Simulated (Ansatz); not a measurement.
A run for Ansatz (an electronic-structure program): R-r2SCAN/def2-TZVPPD on H4OSi (SMILES O[SiH3]) with ghost functions, monomers drawn apart or pushed together. Files ending in .json are basis or fitting sets from the Basis Set Exchange.

Ansatz 0.2 input:
```yaml
crystal:
  periodic: [false, false, false]
  atoms:
    - {symbol: O, position_ang: [-0.49994589, 1.02269537, 2.83267398]}
    - {symbol: Si, position_ang: [-0.06257363, -0.35838993, 3.58776043]}
    - {symbol: H, position_ang: [-0.43319946, 1.06219376, 1.84615460]}
    - {symbol: H, position_ang: [-0.88098894, -1.52568342, 3.15623677]}
    - {symbol: H, position_ang: [-0.24810527, -0.15933920, 5.04205077]}
    - {symbol: H, position_ang: [1.35970734, -0.71952429, 3.33208551]}
basis:
  gaussian:
    orbitals: def2-TZVPPD.json
    ghost_atoms:
      - {symbol: C, position_ang: [0.23804073, -0.36064253, -0.12008855]}
      - {symbol: N, position_ang: [-0.26850730, 0.97108247, 0.23592827]}
      - {symbol: H, position_ang: [-0.45842737, -1.11575692, 0.24455566]}
      - {symbol: H, position_ang: [1.19231935, -0.52429248, 0.38071084]}
      - {symbol: H, position_ang: [0.38087055, -0.51185249, -1.19491902]}
      - {symbol: H, position_ang: [-1.16393466, 1.14785143, -0.20460522]}
      - {symbol: H, position_ang: [0.36595924, 1.69608732, -0.07860306]}
hamiltonian:
  xc: {name: r2SCAN}
scf: {lower_state_search: off}
```

The log:

```
WARN ansatz: RAYON_NUM_THREADS=1 ignored (pool sized by the plan → 1); use --threads N
Functional definition: r2SCAN
these checks for a lower state are left out or cut short: stability, starts, cluster_reference, orbital_swaps, neighbouring_geometries, increment
integrals: 0.28 GiB planned
1318 factors; their error is unknown
mean field: 1.94 GiB planned
mean field evaluation 1: about -9985.1864 eV, gradient 5.6e1 eV
mean field evaluation 2: about -9967.2695 eV, gradient 1.1e2 eV
mean field evaluation 4: about -9990.1451 eV, gradient 2.2e0 eV
mean field evaluation 8: about -9990.1571 eV, gradient 2.9e-2 eV
mean field evaluation 16: about -9990.1407 eV, gradient 7.1e-6 eV
mean field -9990.14072733 eV, -367.1309001689 hartree, gradient 7.4e-6 eV, S^2 0.000000; 0 other end points of the search recorded, 0 dependent functions left out
reference -9990.14074197 eV, -367.1309007070 hartree; 13, 13 occupied and 302, 302 virtual orbitals, 1318 factors
Total energy: -9990.14074197 eV, -367.1309007070 hartree
Checks for a lower state left out: stability, starts, cluster_reference, orbital_swaps, neighbouring_geometries, increment
```

The run converged.

Cost: around 5 core-seconds (rough).
